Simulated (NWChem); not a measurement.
# Si2NH7 cation, doublet; SMILES of the neutral closed-shell parent [SiH3]N[SiH3]

```xyz
10

Si     1.6770     0.0000     0.1511
N      0.0000     0.0000    -0.5968
Si    -1.6770     0.0000     0.1511
H      2.2830     1.2382    -0.4128
H      1.4633     0.0000     1.6138
H      2.2830    -1.2382    -0.4128
H      0.0000     0.0000    -1.6283
H     -2.2830    -1.2382    -0.4128
H     -2.2830     1.2382    -0.4128
H     -1.4633     0.0000     1.6138
```
Atoms are numbered in this order, from 1.

Program: NWChem. Spin-unrestricted. In the optimisation the excess spin sits in b (C2, its own frame). The geometry was optimised at PBE0/def2-SVP, spin-unrestricted. The spin multiplicity was typed, not searched, and may not be the lowest. No stability test was run on the SCF state. B3LYP is NWChem's, with the RPA form of VWN correlation. Total energies compare along this basis series because the functional is fixed.

```csv
level,basis functions,energy (Ha),highest occupied level (eV),"lowest empty minus highest occupied level, either spin (eV)",<S²>
B3LYP/pcseg-1,85,-637.6561,-14.27,3.39,0.755
B3LYP/aug-pcseg-1,140,-637.6623,-14.25,3.38,0.756
B3LYP/pcseg-2,196,-637.7531,-14.27,3.39,0.756
B3LYP/STO-3G,30,-630.3174,-12.95,4.70,0.754
B3LYP/def2-SVP,85,-637.4625,-14.26,3.44,0.756
```
